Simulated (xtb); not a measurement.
xtb input:

```bash
xtb mol.xyz --gfn 2 --ohess tight --chrg -1 --uhf 0
```
mol.xyz:
```
3

Si    -0.83278615    -0.71872011    -0.72218321
O      0.34524828    -0.07950554     0.26299820
H      0.48335622     0.83749621     0.49346065
```

### Question
Which total energy does the run end on?

### Answer
-6.31684 Eh (GFN2-xTB).
